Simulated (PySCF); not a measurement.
C₆H₁₆NSi (SMILES [CH2]C(C)N([SiH3])C(C)C), doublet, geometry from GFN2-xTB; DF-PBE0/def2-SV(P) run with PySCF.

Input for PySCF:
```python
from pyscf import gto, scf, dft

mol = gto.Mole()
mol.atom = '''
    C     1.940207   -0.132291    1.306525
    C     1.510494   -0.093841   -0.100610
    C     1.861489   -1.374939   -0.860278
    N     0.079274    0.211322   -0.200434
    Si   -0.436117    1.682676   -0.922295
    C    -0.807924   -0.656855    0.556273
    C    -1.761035   -1.410085   -0.373450
    C    -1.593700    0.105136    1.622954
    H     1.705551    0.695831    1.947471
    H     2.329518   -1.027933    1.750743
    H     2.013472    0.743699   -0.607936
    H     1.529162   -1.293483   -1.892199
    H     2.937701   -1.528187   -0.845974
    H     1.381991   -2.239172   -0.406917
    H     0.478256    1.929332   -2.039308
    H    -1.804331    1.521823   -1.413259
    H    -0.399093    2.839028   -0.010100
    H    -0.175450   -1.390515    1.071377
    H    -1.200112   -1.926593   -1.147821
    H    -2.450271   -0.719511   -0.850411
    H    -2.334832   -2.141280    0.191656
    H    -2.274210    0.813585    1.158010
    H    -2.170836   -0.588231    2.230934
    H    -0.912984    0.652134    2.270425
'''
mol.basis = 'def2-sv(p)'
mol.charge = 0
mol.spin = 1
mol.verbose = 4
mol.build()

mf = dft.UKS(mol)
mf.xc = 'pbe0'
mf.level_shift = 0.3
mf.max_cycle = 100
mf = mf.density_fit(auxbasis='def2-universal-jkfit')
mf.kernel()
mf.analyze()
```

**Question.** What does PySCF print? Leave out banner, timings and long lists.

**Answer.** 
```
PySCF version 2.14.0

[INPUT] verbose = 4
[INPUT] num. atoms = 24
[INPUT] num. electrons = 73
[INPUT] charge = 0
[INPUT] spin (= nelec alpha-beta = 2S) = 1
[INPUT] symmetry False subgroup None
[INPUT] Mole.unit = angstrom
[INPUT] Symbol           X                Y                Z      unit          X                Y                Z       unit  Magmom
[...]
nuclear repulsion = 495.786592933515
number of shells = 82
number of NR pGTOs = 268
number of NR cGTOs = 148
basis = def2-sv(p)
ecp = {}

******** <class 'pyscf.df.df_jk.DFUKS'> ********
method = DFUKS
initial guess = minao
damping factor = 0
level_shift factor = 0.3
DIIS = <class 'pyscf.scf.diis.CDIIS'>
diis_start_cycle = 1
diis_space = 8
diis_damp = 0
SCF conv_tol = 1e-09
SCF conv_tol_grad = None
SCF max_cycles = 100
direct_scf = False
number electrons alpha = 37  beta = 36
XC library pyscf.dft.libxc version 7.1.2
    S. Lehtola, C. Steigemann, M. J. T. Oliveira, and M. A. L. Marques,  SoftwareX 7, 1–5 (2018)
XC functionals = pbe0
    C. Adamo and V. Barone,  J. Chem. Phys. 110, 6158 (1999)
    M. Ernzerhof and G. E. Scuseria,  J. Chem. Phys. 110, 5029 (1999)
radial grids:
    Treutler-Ahlrichs [JCP 102, 346 (1995); DOI:10.1063/1.469408] (M4) radial grids

becke partition: Becke, JCP 88, 2547 (1988); DOI:10.1063/1.454033
pruning grids: <function nwchem_prune>
grids dens level: 3
symmetrized grids: False
atomic radii adjust function: <function treutler_atomic_radii_adjust>
small_rho_cutoff = 0
Set gradient conv threshold to 3.16228e-05
tot grids = 274720
******** <class 'pyscf.df.df.DF'> ********
auxbasis = def2-universal-jkfit
init E= -582.187110932547

cycle= 1 E= -581.582932156539  delta_E= 0.604  |g|= 0.275  |ddm|= 3.21
cycle= 2 E= -581.620328918886  delta_E= -0.0374  |g|= 0.159  |ddm|= 0.425
cycle= 3 E= -581.631810271739  delta_E= -0.0115  |g|= 0.0284  |ddm|= 0.146
cycle= 4 E= -581.632596363663  delta_E= -0.000786  |g|= 0.0143  |ddm|= 0.0621
cycle= 5 E= -581.632851413548  delta_E= -0.000255  |g|= 0.00598  |ddm|= 0.0289
cycle= 6 E= -581.632944310695  delta_E= -9.29e-05  |g|= 0.00367  |ddm|= 0.0185
cycle= 7 E= -581.632986062425  delta_E= -4.18e-05  |g|= 0.00224  |ddm|= 0.0122
cycle= 8 E= -581.633004402112  delta_E= -1.83e-05  |g|= 0.00147  |ddm|= 0.00787
cycle= 9 E= -581.633012937438  delta_E= -8.54e-06  |g|= 0.001  |ddm|= 0.00531
cycle= 10 E= -581.633016977789  delta_E= -4.04e-06  |g|= 0.000704  |ddm|= 0.00379
cycle= 11 E= -581.633018831163  delta_E= -1.85e-06  |g|= 0.000481  |ddm|= 0.00256
cycle= 12 E= -581.633019602575  delta_E= -7.71e-07  |g|= 0.000305  |ddm|= 0.0016
cycle= 13 E= -581.633019923635  delta_E= -3.21e-07  |g|= 0.000207  |ddm|= 0.00103
cycle= 14 E= -581.633020053631  delta_E= -1.3e-07  |g|= 0.000142  |ddm|= 0.000641
cycle= 15 E= -581.633020108409  delta_E= -5.48e-08  |g|= 8.36e-05  |ddm|= 0.000408
cycle= 16 E= -581.633020129816  delta_E= -2.14e-08  |g|= 5.2e-05  |ddm|= 0.000256
cycle= 17 E= -581.633020138072  delta_E= -8.26e-09  |g|= 3.37e-05  |ddm|= 0.00016
cycle= 18 E= -581.633020141366  delta_E= -3.29e-09  |g|= 2.12e-05  |ddm|= 0.000102
cycle= 19 E= -581.633020142644  delta_E= -1.28e-09  |g|= 1.31e-05  |ddm|= 6.36e-05
cycle= 20 E= -581.633020143123  delta_E= -4.78e-10  |g|= 8.45e-06  |ddm|= 3.82e-05
Extra cycle  E= -581.633020143339  delta_E= -2.17e-10  |g|= 1.12e-05  |ddm|= 4.93e-05
converged SCF energy = -581.633020143339  <S^2> = 0.75477834  2S+1 = 2.0047726
**** SCF Summaries ****
Total Energy =                        -581.633020143339309
Nuclear Repulsion Energy =             495.786592933515237
One-electron Energy =                -1778.688266488590671
Two-electron Energy =                  701.268653411736068
Two-electron Coulomb Energy =          767.207819285046071
DFT Exchange-Correlation Energy =      -65.939165873310060
**** MO energy ****
                             alpha | beta                alpha | beta
[...]
To work with the spin densities directly, `use mulliken_meta_spin()` only printing them here.

[...]
spin_pop of  7 C 3pz       0.00001
spin_pop of  7 C 3dxy      0.00000
spin_pop of  7 C 3dyz      0.00000
spin_pop of  7 C 3dz^2     0.00000
spin_pop of  7 C 3dxz     -0.00000
spin_pop of  7 C 3dx2-y2    0.00000
spin_pop of  8 H 1s       -0.02919
spin_pop of  8 H 2s        0.00026
spin_pop of  9 H 1s       -0.02989
spin_pop of  9 H 2s        0.00010
spin_pop of  10 H 1s        0.03506
spin_pop of  10 H 2s        0.00012
spin_pop of  11 H 1s       -0.00124
spin_pop of  11 H 2s        0.00002
spin_pop of  12 H 1s       -0.00046
spin_pop of  12 H 2s        0.00012
spin_pop of  13 H 1s       -0.00039
spin_pop of  13 H 2s        0.00009
spin_pop of  14 H 1s        0.00012
spin_pop of  14 H 2s        0.00000
spin_pop of  15 H 1s        0.00074
spin_pop of  15 H 2s       -0.00000
spin_pop of  16 H 1s        0.00104
spin_pop of  16 H 2s        0.00004
spin_pop of  17 H 1s       -0.00123
spin_pop of  17 H 2s        0.00081
spin_pop of  18 H 1s        0.00006
spin_pop of  18 H 2s       -0.00005
spin_pop of  19 H 1s        0.00116
spin_pop of  19 H 2s        0.00000
spin_pop of  20 H 1s        0.00109
spin_pop of  20 H 2s        0.00001
spin_pop of  21 H 1s       -0.00002
spin_pop of  21 H 2s       -0.00000
spin_pop of  22 H 1s        0.00003
spin_pop of  22 H 2s       -0.00000
spin_pop of  23 H 1s       -0.00024
spin_pop of  23 H 2s        0.00008
 ** Mulliken Spin Density (per atom)  **
spin density of  0 C =      0.99824
spin density of  1 C =     -0.04388
spin density of  2 C =      0.00612
spin density of  3 N =      0.05322
spin density of  4 Si =      0.00007
spin density of  5 C =      0.00903
spin density of  6 C =     -0.00158
spin density of  7 C =      0.00055
spin density of  8 H =     -0.02893
spin density of  9 H =     -0.02979
spin density of  10 H =      0.03518
spin density of  11 H =     -0.00122
spin density of  12 H =     -0.00034
spin density of  13 H =     -0.00030
spin density of  14 H =      0.00013
spin density of  15 H =      0.00074
spin density of  16 H =      0.00108
spin density of  17 H =     -0.00042
spin density of  18 H =      0.00002
spin density of  19 H =      0.00117
spin density of  20 H =      0.00110
spin density of  21 H =     -0.00002
spin density of  22 H =      0.00002
spin density of  23 H =     -0.00016
 ** Mulliken pop alpha/beta on meta-lowdin orthogonal AOs **
 ** Mulliken pop       alpha | beta **
In total            37.00000 | 36.00000
 ** Mulliken atomic charges   ( Nelec_alpha | Nelec_beta ) **
charge of  0C =     -0.22637  (     3.61231      2.61406 )
charge of  1C =      0.04669  (     2.95472      2.99860 )
charge of  2C =     -0.28513  (     3.14563      3.13951 )
charge of  3N =     -0.45692  (     3.75507      3.70185 )
charge of  4Si =      0.58962  (     6.70523      6.70515 )
charge of  5C =      0.05372  (     2.97765      2.96863 )
charge of  6C =     -0.28635  (     3.14238      3.14397 )
charge of  7C =     -0.28691  (     3.14373      3.14318 )
charge of  8H =      0.09941  (     0.43583      0.46476 )
charge of  9H =      0.09770  (     0.43626      0.46605 )
charge of  10H =      0.09363  (     0.47077      0.43559 )
charge of  11H =      0.09704  (     0.45087      0.45209 )
charge of  12H =      0.09353  (     0.45306      0.45340 )
charge of  13H =      0.08975  (     0.45497      0.45527 )
charge of  14H =     -0.10905  (     0.55459      0.55446 )
charge of  15H =     -0.11062  (     0.55568      0.55494 )
charge of  16H =     -0.13430  (     0.56769      0.56661 )
charge of  17H =      0.08344  (     0.45807      0.45849 )
charge of  18H =      0.09350  (     0.45326      0.45324 )
charge of  19H =      0.09232  (     0.45442      0.45326 )
charge of  20H =      0.08824  (     0.45643      0.45533 )
charge of  21H =      0.08968  (     0.45515      0.45517 )
charge of  22H =      0.09318  (     0.45342      0.45340 )
charge of  23H =      0.09418  (     0.45283      0.45299 )
Dipole moment(X, Y, Z, Debye):  0.17279, -0.83062,  0.50886
```
